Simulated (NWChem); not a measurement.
Molecule: CH₃ClGeO₂; SMILES [Cl][GeH]1[O]C[O]1

```xyz
8

Cl    -0.4750    -1.9477    -0.0016
Ge     0.5169    -0.0243     0.0016
O     -0.1893     1.2041    -1.1359
C     -0.6831     1.9351    -0.0022
O     -0.1966     1.2041     1.1347
H      2.0404    -0.2702     0.0065
H     -0.2741     2.9727    -0.0009
H     -1.7983     1.9672    -0.0057
```
Atoms are numbered in this order, from 1.

Computed with NWChem. Geometry: optimised at PBE-D3(BJ)/def2-SVP. Vzz is the largest principal value of the second derivative of the potential at the nucleus (NWChem prints the opposite sign); η is the asymmetry. Non-relativistic.

For level PBE/def2-SVP:

| Quantity | Value |
|---|---|
| Vzz Cl1 (a.u.) | 2.232 |
| Vzz Ge2 (a.u.) | -1.221 |
| η Ge2 | 0.83 |
| Vzz O5 (a.u.) | 1.448 |

Question: What are these values for level PBE0/cc-pVTZ?

Answer: The vzz Cl1 (a.u.) is 2.279, the vzz Ge2 (a.u.) is -1.621 and the η Ge2 comes out as 0.55. The vzz O5 (a.u.) is 1.524.
